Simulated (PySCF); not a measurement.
ClO$_{2}$W (SMILES [O]=[W+](=[O])[Cl]), charge +1, singlet, at a GFN2-xTB geometry (such geometries of metal compounds can be far from the true shape) (the multiplicity is a formal guess) (core potentials on W); B3LYP/def2-SVP in PySCF.

Input for PySCF:
```python
from pyscf import gto, scf, dft

mol = gto.Mole()
mol.atom = '''
    W     0.18341371    0.00795927    0.24191020
    O     1.44790089   -0.79847499   -0.57203555
    O    -0.79540581   -1.06509520    1.13758770
    Cl   -1.10544559    0.84232796   -1.31916307
'''
mol.basis = 'def2-svp'
mol.ecp = {'W': 'def2-svp'}
mol.charge = 1
mol.verbose = 5
mol.build()

mf = dft.RKS(mol)
mf.xc = 'b3lyp'
mf.kernel()
```

It wrote (shortened):

```
PySCF version 2.14.0

[INPUT] verbose = 5
[INPUT] max_memory = 4000
[INPUT] num. atoms = 4
[INPUT] num. electrons = 46
[INPUT] charge = 1
[INPUT] spin (= nelec alpha-beta = 2S) = 0
[INPUT] symmetry False subgroup None
[INPUT] Mole.unit = angstrom
[INPUT] Symbol           X                Y                Z      unit          X                Y                Z       unit  Magmom
[...]
[INPUT] ---------------- BASIS SET ----------------
[INPUT] l, kappa, [nprim/nctr], expnt,             c_1 c_2 ...
[INPUT] O
[...]
                                340.87010191      -0.03989003923
                                77.363135167      -0.17853911985
                                21.47964494       -0.46427684959
                                6.6589433124      -0.44309745172
[...]
                                3.863550544       0.23094120765
                                1.0480920883      0.51375311064
[...]
[INPUT] Cl
[...]
                                1571.7365221      0.014754727977
                                357.12065523      0.066679112875
                                100.25185935      0.17228924084
                                30.812727554      0.158837861
[...]
                                5.7045760975      0.60841752753
                                2.3508376809      0.54352153355
[...]
                                72.102015515      -0.063563355471
                                22.532680262      -0.24016428276
                                7.8991765444      -0.47798866557
                                2.8767268321      -0.38515850005
[...]
[INPUT] W
[...]
                                12                1.0014141748
[...]
                                6.084876          -0.66720686321
                                1.2523777812      0.52090351989
                                0.58569208922     0.51885687511
[...]
                                1.623745245       0.18452733732
                                0.69187452392     0.44121676843
                                0.27865835325     0.431584092415
[...]
nuclear repulsion = 184.988892148941
number of shells = 32
number of NR pGTOs = 141
number of NR cGTOs = 78
basis = def2-svp
ecp = {'W': 'def2-svp'}

******** <class 'pyscf.dft.rks.RKS'> ********
method = RKS
initial guess = minao
damping factor = 0
level_shift factor = 0
DIIS = <class 'pyscf.scf.diis.CDIIS'>
diis_start_cycle = 1
diis_space = 8
diis_damp = 0
SCF conv_tol = 1e-09
SCF conv_tol_grad = None
SCF max_cycles = 50
direct_scf = True
direct_scf_tol = 1e-13
XC library pyscf.dft.libxc version 7.1.2
    S. Lehtola, C. Steigemann, M. J. T. Oliveira, and M. A. L. Marques,  SoftwareX 7, 1–5 (2018)
XC functionals = b3lyp
    P. J. Stephens, F. J. Devlin, C. F. Chabalowski, and M. J. Frisch,  J. Phys. Chem. 98, 11623 (1994)
radial grids:
    Treutler-Ahlrichs [JCP 102, 346 (1995); DOI:10.1063/1.469408] (M4) radial grids

becke partition: Becke, JCP 88, 2547 (1988); DOI:10.1063/1.454033
pruning grids: <function nwchem_prune>
grids dens level: 3
symmetrized grids: False
atomic radii adjust function: <function treutler_atomic_radii_adjust>
small_rho_cutoff = 0
Set gradient conv threshold to 3.16228e-05
Initial guess from minao.
Density of valence part of ANO basis will be used as initial guess for W
atom W rad-grids = 100, ang-grids = [ 50  50  50  50  50  50  50  50  50  50  50  50  50  50  50  50  50  50
  50  50  50  50  50  50  50  50  50  50  86  86  86  86  86  86  86  86
  86  86  86  86  86  86  86  86 350 350 350 350 350 350 350 350 350 350
 350 434 434 434 434 434 434 434 434 434 434 434 434 434 434 434 434 434
 434 434 434 434 434 434 350 350 350 350 350 350 350 350 350 350 350 350
 350 350 350 350 350 350 350 350 350 350]
atom O rad-grids = 75, ang-grids = [ 50  50  50  50  50  50  50  50  50  50  50  50  50  50  50  50  50  50
  50  50  50  50  50  86  86  86  86  86  86  86  86  86 266 266 266 266
 266 266 266 302 302 302 302 302 302 302 302 302 302 302 302 302 302 302
 302 302 302 302 302 266 266 266 266 266 266 266 266 266 266 266 266 266
 266 266 266]
atom Cl rad-grids = 80, ang-grids = [ 50  50  50  50  50  50  50  50  50  50  50  50  50  50  50  50  50  50
  50  50  50  50  50  50  86  86  86  86  86  86  86  86  86  86  86  86
  86 350 350 350 350 350 350 350 350 350 434 434 434 434 434 434 434 434
 434 434 434 434 434 434 434 434 434 434 350 350 350 350 350 350 350 350
 350 350 350 350 350 350 350 350]
tot_boxes 2028, boxes in each direction [11 10 11]
Padding 0 grids
tot grids = 71352
nelec by numeric integration = 46.13231724621463
E1 = -1299.2563355382533  E2 = 448.9785668726769  Ecoul = 501.2887515382841  Exc = -52.31018466560718
init E= -665.288876516635
cond(S) = 364.97028195196026
[...]
  mo_energy =
[-1.01763425e+02 -1.95875647e+01 -1.95875223e+01 -9.73652049e+00
 -7.49795819e+00 -7.49525134e+00 -7.49524233e+00 -3.23610152e+00
 -1.93371294e+00 -1.90343009e+00 -1.87709077e+00 -1.26625962e+00
 -1.24310544e+00 -1.07004091e+00 -7.19859603e-01 -7.05987094e-01
 -6.95916003e-01 -6.77967014e-01 -6.72648114e-01 -6.39011207e-01
 -6.16921068e-01 -5.76847608e-01 -5.69961476e-01 -3.62547819e-01
 -3.32066026e-01 -3.19046965e-01 -2.63286169e-01 -2.30030039e-01
 -1.90655528e-01 -1.27119047e-01 -1.02145614e-01 -9.30763884e-02
 -1.16648903e-03  6.79804569e-02  8.21124230e-02  8.63696428e-02
  9.34612720e-02  1.00518233e-01  3.53715906e-01  3.87992537e-01
  4.04319875e-01  4.27151943e-01  4.92995605e-01  5.06231883e-01
  5.14235251e-01  5.59385079e-01  5.83334382e-01  6.82493823e-01
  6.83849600e-01  7.05002855e-01  7.06551157e-01  7.22718055e-01
  7.31347318e-01  8.03296754e-01  8.31359468e-01  8.67899661e-01
  8.89331980e-01  8.90122501e-01  9.48463244e-01  9.63553687e-01
  1.10756745e+00  1.10845153e+00  1.18559626e+00  1.23278818e+00
  1.27038538e+00  1.40313610e+00  2.25433948e+00  2.26831789e+00
  2.27449540e+00  2.29911944e+00  2.42235013e+00  2.50160185e+00
  2.51950968e+00  2.62146487e+00  2.83407364e+00  2.97143603e+00
[...]
 -2.00143163e+00 -1.99506519e+00 -1.99031512e+00 -1.18310878e+00
 -1.16252149e+00 -1.07825341e+00 -6.88370535e-01 -6.78952852e-01
 -6.69130128e-01 -6.68170315e-01 -6.46765604e-01 -6.19658320e-01
 -5.82505776e-01 -5.79114685e-01 -5.70199778e-01 -4.23794698e-01
 -3.70458388e-01 -3.35392014e-01 -2.89292060e-01 -2.51028103e-01
 -2.15952391e-01 -1.34070655e-01 -1.20518132e-01 -1.07162432e-01
 -4.29135415e-02  3.15092881e-02  4.93410940e-02  5.35662570e-02
  5.54053572e-02  6.95663774e-02  3.07217636e-01  3.58855769e-01
  3.71099598e-01  4.05877411e-01  4.58287955e-01  4.98124875e-01
  5.03057726e-01  5.27152534e-01  5.73754909e-01  6.61442434e-01
  6.87339772e-01  6.94602614e-01  7.17276416e-01  7.41545300e-01
  7.56054420e-01  8.01721386e-01  8.42055999e-01  8.43144005e-01
  8.95058149e-01  9.10604338e-01  9.18793050e-01  9.70533112e-01
  1.04645784e+00  1.10393124e+00  1.18723514e+00  1.21556165e+00
  1.26009402e+00  1.35435201e+00  2.34862386e+00  2.36111331e+00
  2.36830868e+00  2.39124493e+00  2.51066591e+00  2.57849148e+00
  2.59588466e+00  2.70063820e+00  2.90308234e+00  3.03723433e+00
  6.72118190e+01  5.73968124e+02]
nelec by numeric integration = 45.9999982800564
E1 = -1311.5761759551415  E2 = 449.3136759132054  Ecoul = 501.95727265740436  Exc = -52.64359674419899
cycle= 11 E= -677.273607892995  delta_E= -2.12e-07  |g|= 0.00019  |ddm|= 0.000771
[...]
  mo_energy =
[-1.01776994e+02 -1.94298014e+01 -1.94297289e+01 -9.73209611e+00
 -7.49758934e+00 -7.49375863e+00 -7.49128260e+00 -3.34423826e+00
 -2.00143075e+00 -1.99506232e+00 -1.99031134e+00 -1.18311216e+00
 -1.16252443e+00 -1.07826291e+00 -6.88372721e-01 -6.78953696e-01
 -6.69134304e-01 -6.68172238e-01 -6.46768414e-01 -6.19661899e-01
 -5.82511551e-01 -5.79120298e-01 -5.70202698e-01 -4.23793504e-01
 -3.70456761e-01 -3.35392046e-01 -2.89290375e-01 -2.51026681e-01
 -2.15950777e-01 -1.34075320e-01 -1.20516703e-01 -1.07161847e-01
 -4.29124308e-02  3.15093319e-02  4.93394716e-02  5.35657045e-02
  5.54076179e-02  6.95685646e-02  3.07213461e-01  3.58852213e-01
  3.71096157e-01  4.05871132e-01  4.58283384e-01  4.98116851e-01
  5.03048474e-01  5.27147594e-01  5.73746025e-01  6.61438514e-01
  6.87335608e-01  6.94598929e-01  7.17275096e-01  7.41545852e-01
  7.56056036e-01  8.01720488e-01  8.42053951e-01  8.43142015e-01
  8.95055367e-01  9.10601022e-01  9.18791573e-01  9.70531880e-01
  1.04645915e+00  1.10392743e+00  1.18723544e+00  1.21556294e+00
  1.26009173e+00  1.35434955e+00  2.34862209e+00  2.36111143e+00
  2.36830678e+00  2.39124322e+00  2.51066302e+00  2.57849060e+00
  2.59588371e+00  2.70063580e+00  2.90308076e+00  3.03723249e+00
  6.72118243e+01  5.73968117e+02]
nelec by numeric integration = 45.99999828019163
E1 = -1311.5764884785592  E2 = 449.31398842799103  Ecoul = 501.9576142448263  Exc = -52.64362581683528
cycle= 12 E= -677.273607901627  delta_E= -8.63e-09  |g|= 4.09e-05  |ddm|= 0.000188
[...]
  mo_energy =
[-1.01776989e+02 -1.94297962e+01 -1.94297236e+01 -9.73209324e+00
 -7.49758596e+00 -7.49375586e+00 -7.49127959e+00 -3.34423066e+00
 -2.00142354e+00 -1.99505562e+00 -1.99030441e+00 -1.18310741e+00
 -1.16251976e+00 -1.07826208e+00 -6.88368807e-01 -6.78949821e-01
 -6.69131359e-01 -6.68168076e-01 -6.46765470e-01 -6.19658608e-01
 -5.82509630e-01 -5.79118405e-01 -5.70199378e-01 -4.23790553e-01
 -3.70453173e-01 -3.35387759e-01 -2.89286945e-01 -2.51023594e-01
 -2.15948486e-01 -1.34073962e-01 -1.20515582e-01 -1.07160720e-01
 -4.29114871e-02  3.15113427e-02  4.93413804e-02  5.35677008e-02
  5.54088490e-02  6.95700636e-02  3.07216221e-01  3.58853928e-01
  3.71098780e-01  4.05872621e-01  4.58285754e-01  4.98117334e-01
  5.03049047e-01  5.27149334e-01  5.73748706e-01  6.61439878e-01
  6.87338791e-01  6.94601130e-01  7.17278698e-01  7.41547793e-01
  7.56057673e-01  8.01723430e-01  8.42057073e-01  8.43144571e-01
  8.95058589e-01  9.10603093e-01  9.18794124e-01  9.70534245e-01
  1.04646350e+00  1.10393160e+00  1.18723880e+00  1.21556599e+00
  1.26009618e+00  1.35435252e+00  2.34862607e+00  2.36111543e+00
  2.36831072e+00  2.39124723e+00  2.51066679e+00  2.57849493e+00
  2.59588791e+00  2.70063933e+00  2.90308463e+00  3.03723656e+00
  6.72118331e+01  5.73968125e+02]
nelec by numeric integration = 45.99999828019665
E1 = -1311.576387426784  E2 = 449.31388737571973  Ecoul = 501.9575076693545  Exc = -52.64362029363481
cycle= 13 E= -677.273607902123  delta_E= -4.96e-10  |g|= 1.15e-05  |ddm|= 5.48e-05
[...]
  mo_energy =
[-1.01776994e+02 -1.94297904e+01 -1.94297178e+01 -9.73209841e+00
 -7.49759094e+00 -7.49376117e+00 -7.49128474e+00 -3.34423128e+00
 -2.00142364e+00 -1.99505611e+00 -1.99030495e+00 -1.18310406e+00
 -1.16251639e+00 -1.07826592e+00 -6.88367510e-01 -6.78948126e-01
 -6.69132017e-01 -6.68165956e-01 -6.46765188e-01 -6.19657082e-01
 -5.82510520e-01 -5.79118943e-01 -5.70197441e-01 -4.23790612e-01
 -3.70452965e-01 -3.35386651e-01 -2.89286800e-01 -2.51022907e-01
 -2.15947605e-01 -1.34074336e-01 -1.20514975e-01 -1.07160123e-01
 -4.29115155e-02  3.15116300e-02  4.93415321e-02  5.35678344e-02
  5.54093491e-02  6.95704217e-02  3.07215155e-01  3.58852050e-01
  3.71097325e-01  4.05870125e-01  4.58284281e-01  4.98114267e-01
  5.03045668e-01  5.27147572e-01  5.73746911e-01  6.61437911e-01
  6.87338172e-01  6.94600665e-01  7.17279936e-01  7.41549951e-01
  7.56059594e-01  8.01725490e-01  8.42057122e-01  8.43145461e-01
  8.95058267e-01  9.10602524e-01  9.18795786e-01  9.70536182e-01
  1.04646350e+00  1.10393266e+00  1.18724025e+00  1.21556732e+00
  1.26009776e+00  1.35435110e+00  2.34863002e+00  2.36111933e+00
  2.36831460e+00  2.39125112e+00  2.51067013e+00  2.57849850e+00
  2.59589145e+00  2.70064250e+00  2.90308773e+00  3.03723951e+00
  6.72118322e+01  5.73968124e+02]
nelec by numeric integration = 45.99999828021464
E1 = -1311.57643376281  E2 = 449.31393371198317  Ecoul = 501.95754518490884  Exc = -52.64361147292564
Extra cycle  E= -677.273607901886  delta_E= 2.37e-10  |g|= 3.66e-05  |ddm|= 4.08e-05
converged SCF energy = -677.273607901886
```
